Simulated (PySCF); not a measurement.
Geometry:
| atom | x (Å) | y (Å) | z (Å) |
| --- | --- | --- | --- |
| Cl1 | 2.462 | -1.797 | -0.604 |
| C2 | 1.056 | -0.869 | -0.200 |
| C3 | 0.871 | 0.357 | -0.828 |
| C4 | -0.258 | 1.078 | -0.489 |
| C5 | -1.139 | 0.555 | 0.446 |
| C6 | -0.844 | -0.678 | 1.002 |
| N7 | 0.238 | -1.385 | 0.687 |
| H8 | 1.590 | 0.718 | -1.551 |
| H9 | -0.446 | 2.040 | -0.952 |
| H10 | -2.034 | 1.089 | 0.739 |
| H11 | -1.504 | -1.127 | 1.737 |

One computed conformer, no relativistic terms, no solvent. Geometry: PBE0-D3(BJ)/def2-TZVP; GIAO B97-2/pcSseg-2 shieldings; PySCF 2.14.0 with density-fitted response routines.

Referencing at the same level of theory: 13C (σ = 185.38 ppm), 1H (σ = 31.64 ppm) against TMS; HCl for 35Cl (σ = 941.52 ppm); NH3 for 15N (σ = 261.75 ppm).

```json
{"atoms": "C5", "nucleus": "13C", "count": "1", "δ (ppm)": "126.7"}
{"atoms": "Cl1", "nucleus": "35Cl", "count": "1", "δ (ppm)": "308"}
{"atoms": "N7", "nucleus": "15N", "count": "1", "δ (ppm)": "343.9"}
{"atoms": "C3", "nucleus": "13C", "count": "1", "δ (ppm)": "130.8"}
{"atoms": "H9", "nucleus": "1H", "count": "1", "δ (ppm)": "?"}
{"atoms": "C2", "nucleus": "13C", "count": "1", "δ (ppm)": "?"}
{"atoms": "C4", "nucleus": "13C", "count": "1", "δ (ppm)": "?"}
{"atoms": "H11", "nucleus": "1H", "count": "1", "δ (ppm)": "8.65"}
{"atoms": "C6", "nucleus": "13C", "count": "1", "δ (ppm)": "157.5"}
{"atoms": "H8", "nucleus": "1H", "count": "1", "δ (ppm)": "7.46"}
{"atoms": "H10", "nucleus": "1H", "count": "1", "δ (ppm)": "7.24"}
```

Problem. Fill in the missing shifts.

Solution. 
- C2: 166.8 ppm, aromatic carbon bearing chlorine
- C4: 144.3 ppm, aromatic CH
- H9: 7.74 ppm, hydrogen on an aromatic CH; it sits in the deshielding region of the aromatic ring current

Carbons that carry Cl, above all several Cl atoms, come out too deshielded, partly because spin–orbit coupling is missing. Shifts are as computed. Against solution values, carbons near 30 ppm lie about +3 ppm off and those near 130 ppm about +7 ppm; carbons on Cl a further +5 ppm. Of 1211 compounds with measured shifts, 218 miss one by over three times the rms of a fit or turn the order of signals round; such compounds aren't used in these exercises. Experimental scales use liquid or dissolved standards, which lie at an offset from isolated NH3 (liquid NH3: subtract about 20 ppm). Unscaled 15N shifts of sp2 nitrogen come out 20 to 40 ppm too high even then.
